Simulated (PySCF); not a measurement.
**Magnetic susceptibility: SMILES C#Cc1cc(F)cc(F)c1, C8H4F2**

Geometry (Å), atoms numbered from 1 in this order:
```xyz
14

C     3.2893   -0.6634   -0.0117
C     2.1131   -0.4244   -0.0089
C     0.7254   -0.1448   -0.0051
C     0.2783    1.1650   -0.1772
C    -1.0806    1.4105   -0.1682
F    -1.5141    2.6731   -0.3355
C    -2.0166    0.4055    0.0063
C    -1.5397   -0.8834    0.1736
F    -2.4256   -1.8813    0.3442
C    -0.1913   -1.1808    0.1719
H     4.3174   -0.8720   -0.0135
H     0.9758    1.9757   -0.3153
H    -3.0727    0.6177    0.0112
H     0.1405   -2.1978    0.3060
```

Computed with GIAO BHandHLYP/pcSseg-1 magnetisability, rotational g tensor and spin-rotation constants, non-relativistic, gas phase (PySCF). Geometry: GFN2-xTB.

Question: How diamagnetic is it, and how anisotropic?

Answer: Isotropic -1349 × 10⁻³⁰ J/T², or -81.2 × 10⁻⁶ cm³/mol; principal values -1892, -1095, -1060 × 10⁻³⁰ J/T², anisotropy 815 × 10⁻³⁰ J/T² (root of half the summed squared differences of the principal values). The susceptibility is in cgs units.

Question: Split it along the inertial axes a, b, c into diamagnetic and paramagnetic parts about the centre of mass, with the quadrupole moment.

Answer: 
```tsv
axis	χ (10⁻⁶ cm³/mol)	diamagnetic (10⁻⁶ cm³/mol)	paramagnetic (10⁻⁶ cm³/mol)	summed x² of all electrons (Å²)	quadrupole Θ (D Å)
a	-65.9	-709.8	643.9	249.9	+11.46
b	-63.8	-1111.9	1048.1	155.1	-6.41
c	-113.9	-1718.2	1604.3	12.2	-5.05
```
Anisotropies 2χaa − χbb − χcc = +45.9 and 2χbb − χaa − χcc = +52.2 × 10⁻⁶ cm³/mol. Θ is traceless in Buckingham's convention.

Question: And the rotational g tensor?

Answer: 
```
axis  rotational constant (GHz)        g  nuclear part  electronic part
   a                     1.7593  -0.0318        0.5004          -0.5322
   b                     1.1156  -0.0157        0.5336          -0.5493
   c                     0.6827  +0.0062        0.5207          -0.5145
```
Asymmetric top; isotopes 12C, 19F, 1H; no vibrational averaging.
